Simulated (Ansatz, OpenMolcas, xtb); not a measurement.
# CuCl (cuprous chloride): methods side by side

CuCl: 2 atoms, total charge 0, spin state singlet. SMILES: `[Cl][Cu]`. Geometry: relaxed at PBE0-D4/def2-TZVP.

```csv
atom,x (Å),y (Å),z (Å)
Cl,0.8983,-0.3452,0.4464
Cu,-0.8688,0.2850,-0.4424
```

Quantity: the vertical energy of the triplet above the singlet, in eV. The values are calculated.

```csv
level,kind,program,value (eV)
GFN0-xTB,semi-empirical,xtb,3.77
HF/cc-pVTZ,Hartree–Fock,Ansatz,0.35
SVWN5/cc-pVTZ,LDA,OpenMolcas,2.47
PBE/cc-pVTZ,GGA,Ansatz,2.30
TPSS/cc-pVTZ,meta-GGA,OpenMolcas,2.26
PBE0/cc-pVTZ,global hybrid,OpenMolcas,2.27
MP2/cc-pVTZ,perturbation theory,Ansatz,4.02
CCSD/cc-pVTZ,coupled cluster or CI,Ansatz,2.32
```

The values span 0.35 to 4.02 eV. The xTB rows lack spin polarisation, so open shells miss the exchange term that lowers them.
